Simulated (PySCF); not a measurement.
## C₆ coefficients of unlike pairs at PBE0

Calculated with PySCF 2.14 from the dipole response of each species, C₆(A,B) = (3/π) ∫ α_A(iu) α_B(iu) du, in atomic units, from isotropic polarisabilities. For ions this is the dispersion term alone; charge-induced terms of lower order in 1/R come first.

| species | configuration | basis | relativity | α (bohr³) | C₆ (like pair) |
| --- | --- | --- | --- | --- | --- |
| Cu³⁺ | [Ar] 3d8 (3F) | aug-cc-pwCVDZ-PP with ECP10MDF (6s6p5d3f) | core potential | 1.370 | 3.038 |
| Ni | [Ar] 3d8 4s2 (3F) | aug-cc-pVTZ with one added diffuse shell each of s, p, d, f, g type (9s8p6d4f3g) | none | 52.47 | 433.3 |
| S²⁺ | [Ne] 3s2 3p2 (3P) | dyall-acv3z (19s12p6d4f) | none | 7.329 | 26.56 |
| W⁺ | [Xe] 4f14 5d4 6s1 (6D) | aug-cc-pVTZ-PP with ECP60MDF (6s6p5d3f2g) | core potential | 36.43 | 312.6 |

Q: Estimate C₆ for W⁺ with Cu³⁺.

A: The integral gives 22.91. The combination rule 2 C_A C_B / (C_A α_B/α_A + C_B α_A/α_B) gives 20.53 and the geometric mean 30.82.

No spin-orbit coupling is included.

The other pairs:

```json
{"pair": "S²⁺, Ni", "C₆": "95.20"}
{"pair": "Ni, Cu³⁺", "C₆": "22.85"}
{"pair": "W⁺, S²⁺", "C₆": "87.71"}
{"pair": "W⁺, Ni", "C₆": "360.1"}
{"pair": "S²⁺, Cu³⁺", "C₆": "7.547"}
```
